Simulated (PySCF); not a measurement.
Spin states of InCl

Unrestricted PBE0; basis In def2-SVPD with ECP28, Cl def2-SVPD; scalar-relativistic core potentials; PySCF 2.14. Outer shells of the fragments: In 4d10 5s2 5p1; Cl 3s2 3p5.

Followed along the bond (rough minima from three points):

```csv
2Ms+1,unpaired,⟨S²⟩ at the start,R at minimum (Å),Te (eV)
1,none,0.00,2.47,0.00
3,"σ ↑, π ↑",2.00,2.42,3.46
```

Solutions found at the starting distance of 2.360 Å, counted from the lowest of them; the search is not exhaustive and high or unbound solutions are not listed, so other states can lie among these:

| 2Ms+1 | unpaired | term | E (eV) | ⟨S²⟩ | ⟨Lz²⟩ | μ (D) |
| --- | --- | --- | --- | --- | --- | --- |
| 1 | none | ¹Σ⁺ | 0.00 | 0.00 | 0.00 | -3.23 |
| 3 | σ ↑, π ↑ | ³Π | 3.43 | 2.00 | 1.00 | -2.31 |
| 1 | σ ↑, π ↓ | mixed | 3.95 | 1.01 | 1.00 | -1.84 |
| 3 | σ ↑↑ | ³Σ⁺ | 5.42 | 2.00 | 0.00 | -0.33 |
| 3 | π ↑↑ | mixed | 5.77 | 2.01 | 2.01 | 2.83 |
| 3 | π ↑↑ | mixed | 5.92 | 2.01 | 2.01 | 2.96 |
| 3 | σ ↑, π ↑ | ³Π | 7.41 | 2.00 | 1.01 | 1.75 |

A term symbol is given only where ⟨S²⟩ and ⟨Lz²⟩ are close to those of a pure state; real π, δ and φ orbitals otherwise mix terms. A positive dipole means In(−)Cl(+).

Spin–orbit coupling is left out. Counting both spins, an empty level lies below a filled one in some of these solutions, because spin and occupation are held.
